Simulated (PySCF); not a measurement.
PySCF input:

```python
from pyscf import gto, scf, dft

mol = gto.M(
    atom='''
    Si    1.64778826   -0.29726336    0.26477498
    N     0.05389956   -0.14364572   -0.66535281
    Si   -1.44753808    0.30410237   -0.03182546
    H     1.50366318    0.96001714    1.15446740
    H     1.14029667   -1.22633432    1.38869261
    H     0.14674785   -0.18757065   -1.66604465
    H    -1.94373785   -0.61222923    1.03759342
    H    -2.51181942    0.30661257   -1.09914676
    H    -1.51594999    1.66927849    0.58061433
    ''',
    basis='def2-tzvpd',
    charge=-1,
    spin=0,
    verbose=4,
)

mf = dft.RKS(mol, xc='tpssh').density_fit(auxbasis='def2-universal-jkfit')
mf.grids.level = 3
mf.conv_tol = 1e-9
mf.max_cycle = 100
mf.max_memory = 1500
mf.kernel()
if not mf.converged:
    mf = mf.newton()
    mf.kernel(mf.make_rdm1())
mf.analyze()
```

**Question.** Which total energy does the run end on?

**Answer.** -637.46597 Eh (TPSSh/def2-TZVPD).

It need not be the lowest isomer of its formula. Whether it binds its extra electron was not tested at this geometry.
